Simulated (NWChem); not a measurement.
System: tetramethylsilane (C₄H₁₂Si); SMILES C[Si](C)(C)C

The following NWChem deck was run.

```
start job
memory heap 200 mb stack 700 mb global 900 mb
geometry units angstroms noautosym nocenter noautoz
  C     -0.993487    -1.063132    -1.200325
  Si    -0.000282     0.000160    -0.000133
  C     -1.173277     0.834361     1.218711
  C      1.217544    -1.087586     0.944054
  C      0.947662     1.316426    -0.962570
  H     -1.560183    -1.842767    -0.666383
  H     -0.334774    -1.565954    -1.926436
  H     -1.715279    -0.454559    -1.768373
  H     -0.622211     1.464744     1.934933
  H     -1.742056     0.088804     1.797171
  H     -1.899436     1.477595     0.696240
  H      0.692520    -1.868832     1.516833
  H      1.918480    -1.589593     0.257987
  H      1.813102    -0.493774     1.655870
  H      1.642142     0.859003    -1.685417
  H      0.261561     1.969835    -1.524993
  H      1.539641     1.954845    -0.287334
end
basis spherical
  * library def2-svp
end
dft
  xc pbe0
  iterations 150
end
property
  shielding 3 1 2 6
end
task dft property
```

Geometry: optimised at PBE0/def2-SVP. No frequency run checked for a minimum.

GIAO values for the isolated, static molecule; σ is the absolute isotropic shielding.

Atoms are numbered as in the input.

Problem. Give the results of this calculation. (PBE0/def2-SVP, GIAO.) Quantities: σ C1 (ppm); σ Si2 (ppm); σ H6 (ppm).

Solution. 
```
Item         Value
-----------  -----
σ C1 (ppm)   193.7
σ Si2 (ppm)  407.0
σ H6 (ppm)   31.34
```
